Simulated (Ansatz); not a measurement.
Reaction: CsF (SMILES [F][Cs]) → CsF+ (parent SMILES [F][Cs], doublet) + e-
Each species at its own B3LYP-D3(BJ)/def2-TZVP minimum (Ansatz, a first-principles code).

Total energies in hartree (Ansatz). UHF or UKS for unpaired electrons; spin-orbit terms are left out. Cores are frozen in correlated methods (noble-gas shells, and filled d and f shells in the p block). Past Kr the def2 sets carry scalar-relativistic core potentials. The spin of CsF+ (parent SMILES [F][Cs], doublet) was assumed, and the state is the lowest solution found for it.

```tsv
species	HF/def2-TZVPP	CCSD(T)/def2-TZVPP	HF/def2-QZVPP	CCSD(T)/def2-QZVPP	CCSDT(Q)/def2-QZVPP
1: CsF (SMILES [F][Cs])	-119.38165	-119.66049	-119.38907	-119.69635	-119.69659
2: CsF+ (parent SMILES [F][Cs], doublet)	-119.14006	-119.35337	-119.14416	-119.37940	-119.37970
```

### Question
Work out the adiabatic ionisation energy (electronic) in eV: take Hartree-Fock from def2-QZVPP, extrapolate the CCSD(T) correlation energy as X^-3 (X = 3, 4), and add CCSDT(Q) - CCSD(T) in def2-QZVPP. 1 hartree = 27.211 eV.

### Answer

Species 1: correlation (64·(-0.30728) - 27·(-0.27884))/37 = -0.32803; step -0.00024; E1 = -119.38907 + (-0.32803) + (-0.00024) = -119.71734
Species 2: correlation (64·(-0.23524) - 27·(-0.21331))/37 = -0.25124; step -0.00030; E2 = -119.14416 + (-0.25124) + (-0.00030) = -119.39570
-1·E1 +1·E2 = 0.32164 hartree = 8.75 eV.
